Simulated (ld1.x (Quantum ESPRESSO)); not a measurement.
Which change was made? (Hf, TM)

ld1.x (Quantum ESPRESSO) 7.5 input, shortened:

```
&input
   title='Hf', zed=72., rel=1, dft='BP', iswitch=3,
   config='[Xe] 4f14 5d2 6s1 6p1'
 /
 &inputp
   pseudotype=2, tm=.true., lloc=1,
   nlcc=.true.
 /
3
6S  1  0   1.00   0.00  2.95  2.95  0.0
5D  3  2   2.00   0.00  1.70  1.70  0.0
6P  2  1   1.00   0.00  2.85  2.85  0.0
 &test
   configts(1)='5d2 6s1 6p1'
 /
```

Cutoffs, loose and tight: the cutoffs (Ry, on a coarse ladder) from which the occupation-weighted sum of valence levels, in a spherical-Bessel basis at the reference potential, stays within 10 and 1 mRy of its value at 400 Ry. They do not see the model core or the augmentation charge, which bear on the density cutoff. Test errors are all-electron minus pseudo excitation energies from the reference, over the configurations 5d2 6s2 6p0; 5d2 6s1 6p0; 5d2 6s0 6p0; 5d1 6s2 6p1; 5d1 6s2 6p0; 5d3 6s0 6p0; 5d1 6s0 6p0; variants that change the core or the reference have their own tests. The largest error is taken over the tests solved by every variant that gives reliable tests at all, those not shown here included: 5d1 6s0 6p0; 5d1 6s2 6p0; 5d2 6s0 6p0; 5d2 6s1 6p0; 5d2 6s2 6p0; 5d3 6s0 6p0.

The base gives: outcome: generated; cutoff, loose: 21 Ry; cutoff, tight: 30 Ry; bound ghosts: s; largest test error (meV): -278.

Problem. After one change the result is: outcome: generated; cutoff, loose: 21 Ry; cutoff, tight: 30 Ry; bound ghosts: none; largest test error (meV): -291. Which change was it?
A. wave 5d (bound): rc 1.70 bohr becomes 5d (bound): rc 1.10 bohr
B. wave 6p (bound): rc 2.85 bohr becomes 6p (bound): rc 4.34 bohr
C. all radii but the core radius scaled by about 1.26 (s 3.72, p 3.60, d 2.14 bohr)
D. fully relativistic
E. local potential the d channel

Solution. B. The others give: local potential the d channel → outcome: generated; cutoff, loose: 21 Ry; cutoff, tight: 30 Ry; bound ghosts: s, p; largest test error (meV): -202 | fully relativistic → outcome: generated, misses its reference levels by 0.34 eV; cutoff, loose: 21 Ry; cutoff, tight: 30 Ry; bound ghosts: s; largest test error (meV): -151 | wave 5d (bound): rc 1.70 bohr becomes 5d (bound): rc 1.10 bohr → outcome: generated; cutoff, loose: 140 Ry; cutoff, tight: 200 Ry; bound ghosts: s; largest test error (meV): -278 | all radii but the core radius scaled by about 1.26 (s 3.72, p 3.60, d 2.14 bohr) → outcome: generated; cutoff, loose: 25 Ry; cutoff, tight: 30 Ry; bound ghosts: none; largest test error (meV): -352.
